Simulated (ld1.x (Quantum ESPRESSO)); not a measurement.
# niobium (Nb): excitation energies, all-electron against TM semilocal

ld1.x (Quantum ESPRESSO) 7.5 input, shortened:

```
&input
   title='Nb', zed=41., rel=1, dft='PZ', iswitch=3,
   config='[Kr] 4d3 5s2 5p0'
 /
 &inputp
   pseudotype=1, tm=.true., lloc=0,
   nlcc=.false.
 /
3
5P  2  1   0.00   0.00  4.10  4.10  0.0
4D  3  2   3.00   0.00  2.70  2.70  0.0
5S  1  0   2.00   0.00  2.15  2.15  0.0
 &test
   configts(1)='4d3 5s2 5p0'
 /
```

Energies are relative to the spin-unpolarised reference configuration 4d3 5s2 5p0; without spin polarisation the order of configurations can differ from experiment. Spin-polarised rows fill each open shell by Hund’s rule, majority spin first.

```
       valence configuration  charge  ΔE all-electron (eV)  error AE − PS (meV)
                 4d4 5s1 5p0       0                 0.561                  +23
                 4d4 5s0 5p0      +1                 7.477                  +67
                 4d3 5s0 5p0      +2                21.753                  +84
                 4d3 5s1 5p0      +1                 7.771                  +14
                 4d2 5s0 5p0      +3                46.687                 +113
               4d4 5s0.5 5p0    +0.5                 3.326                  +36
4d4 5s1 5p0 (spin-polarised)       0                -2.048                +2460
```

**Question.** What are ΔE and the potential's error for 4d4.5 5s0.5 5p0?

**Answer.** ΔE = 1.145 eV all-electron; the error (AE − PS) is +32 meV.

**Question.** What are ΔE and the potential's error for 4d3 5s2 5p0 (spin-polarised)?

**Answer.** ΔE = -1.156 eV all-electron; the error (AE − PS) is +1642 meV.

Levels in the configuration 4d4 5s1 5p0:

```
level  all-electron (eV)  pseudo (eV)
   4d             -3.211       -3.222
   5s             -4.202       -4.186
```
